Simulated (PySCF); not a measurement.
AuS: from constants to spectrum

PBE0 constants of AuS, ²Π (doublet), unpaired electrons π ↑ (Au cc-pVDZ-PP with ECP60, S cc-pV(D+d)Z; scalar-relativistic core potentials (PySCF 2.14); masses 196.9666 and 31.9721 u):

```
ωe                      : 391.9 cm⁻¹
ωexe                    : 1.61 cm⁻¹
Be                      : 0.12666 cm⁻¹
αe                      : 0.000658 cm⁻¹
D (centrifugal)         : 5.29e-08 cm⁻¹
De to Au (5d10 6s1) + S : 2.51 eV
```

Q: Give the vibrational terms G(v) and spacings up to v = 6.

A: G(v) = ωe(v+½) − ωexe(v+½)².

```
v  G(v) (cm⁻¹)  G(v) − G(v−1)  Bv (cm⁻¹)
0          196                    0.1263
1          584            389     0.1257
2          970            385     0.1250
3         1352            382     0.1244
4         1731            379     0.1237
5         2107            376     0.1230
6         2479            373     0.1224
```

Q: How well does the Morse estimate ωe²/(4ωexe) reproduce De, and what is D0?

A: It gives 2.96 eV, 118 % of the computed De. D0 = De − G(0) = 2.51 − 0.02 = 2.49 eV.

Spin–orbit coupling is left out, which matters for elements this heavy, above all for dissociation energies. With d or f electrons several states lie close, and the lowest PBE0 determinant need not be the measured ground state.
